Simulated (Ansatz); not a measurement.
The cluster Si₆H₃⁺. Charge 1, multiplicity 1. Geometry PBE0-D4/def2-SVP, basis def2-TZVP, Ansatz.

Cartesian coordinates in Å:
```
Si -1.342 0.672 -0.849
Si 1.866 -0.238 -0.256
Si -0.132 -0.047 1.029
Si 0.201 -1.706 -0.816
Si -2.003 -1.430 -0.089
Si 0.794 1.734 -0.762
H 3.204 -0.584 0.279
H -2.402 1.699 -1.045
H -0.183 -0.099 2.510
```

| run | HOMO (eV) | LUMO (eV) |
| --- | --- | --- |
| A | -10.74 | -7.65 |
| B | -9.88 | -8.28 |
| C | -10.65 | -7.65 |
| D | -10.03 | -8.25 |
| E | -12.75 | -5.86 |

LC-ωPBE has ω = 0.4 bohr⁻¹. Another isomer (singlet) lies 1.09 eV lower at PBE0-D4/def2-TZVP; other spin states weren't run for this one.

Question: The runs used LC-ωPBE, PBE, PBE0, r2SCAN, r2SCAN0. Estimate which is which.

Answer: A r2SCAN0 (25 % exact exchange); B PBE (0 % exact exchange); C PBE0 (25 % exact exchange); D r2SCAN (0 % exact exchange); E LC-ωPBE (range-separated). Exact exchange lowers occupied and raises empty levels; among semilocal functionals meta-GGAs tend to open the gap a little, and such runs are hard to tell apart. The gap grows from 1.61 eV (PBE) to 6.89 eV (LC-ωPBE).
